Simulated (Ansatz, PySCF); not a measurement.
This Ansatz (a program for electronic structure) input computes a B3LYP/def2-TZVPD energy:

Ansatz 0.2 input:
```yaml
crystal:
  periodic: [false, false, false]
  atoms:
    - {symbol: Si, position_ang: [-0.97543268, 0.10959893, 0.19520595]}
    - {symbol: P, position_ang: [1.13449721, -0.18862683, -0.28607200]}
    - {symbol: H, position_ang: [-1.82183741, -0.82343493, -0.62787256]}
    - {symbol: H, position_ang: [-1.62420637, 1.45445963, -0.06147326]}
    - {symbol: H, position_ang: [-1.47167320, -0.15189419, 1.60261794]}
    - {symbol: H, position_ang: [1.55631634, 0.81588701, 0.64492459]}
basis:
  gaussian:
    orbitals: def2-TZVPD
hamiltonian:
  xc: {name: B3LYP}
total_charge: -1
output: {forces: true}
```

### Question
Write an input for the same energy in PySCF and say what it gives.

### Answer

```python
from pyscf import gto, scf, dft

mol = gto.M(
    atom='''
    Si   -0.97543268    0.10959893    0.19520595
    P     1.13449721   -0.18862683   -0.28607200
    H    -1.82183741   -0.82343493   -0.62787256
    H    -1.62420637    1.45445963   -0.06147326
    H    -1.47167320   -0.15189419    1.60261794
    H     1.55631634    0.81588701    0.64492459
    ''',
    basis='def2-tzvpd',
    charge=-1,
    spin=0,
    verbose=4,
)

mf = dft.RKS(mol, xc='b3lyp').density_fit(auxbasis='def2-universal-jkfit')
mf.grids.level = 3
mf.conv_tol = 1e-9
mf.max_cycle = 100
mf.max_memory = 1500
mf.kernel()
if not mf.converged:
    mf = mf.newton()
    mf.kernel(mf.make_rdm1())
mf.analyze()
```
It gives -633.33739 Eh, and Ansatz -633.33734 Eh, a difference of 0.05 mEh, from the treatment of integrals and grids.

It need not be the lowest isomer of its formula. Whether it binds its extra electron was not tested at this geometry.
